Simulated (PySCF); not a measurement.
CH6GeOSi.

```xyz
10

C     -1.4923    -0.1346     0.0000
O     -0.9254    -1.4637     0.0000
Si     0.7659    -1.3281     0.0000
Ge     0.1963     0.9777     0.0000
H     -2.1196     0.0084     0.8953
H     -2.1196     0.0084    -0.8953
H      1.3900    -1.9449    -1.2038
H      1.3900    -1.9449     1.2038
H      0.4062     1.8482     1.2529
H      0.4062     1.8482    -1.2529
```
Charge 0, spin multiplicity 1.

Geometry: TPSSh-D3(BJ)/def2-SVP. The structure was generated by enumeration, and PubChem lists no compound with its InChIKey, so it may never have been made.

Computed with PySCF with PBE/pcSseg-1. Non-relativistic, no solvent.

Q: Give the absolute GIAO shielding of each atom: isotropic value and principal components (ppm). (The exact figures need the calculation; the answer reports its results.)

A: 
```tsv
atom	σ(iso)	σ11	σ22	σ33	span
C1	101.5	40.4	90.2	173.8	133.4
O2	255.6	188.4	203.8	374.5	186.1
Si3	308.0	200.1	279.1	444.7	244.6
Ge4	1423.2	1243.8	1387.8	1638.1	394.3
H5	25.9	21.1	25.7	31.0	9.9
H6	25.9	21.1	25.7	31.0	9.9
H7	24.9	21.9	23.2	29.6	7.7
H8	24.9	21.9	23.2	29.6	7.7
H9	26.0	20.8	21.6	35.7	14.9
H10	26.0	20.8	21.6	35.7	14.9
```
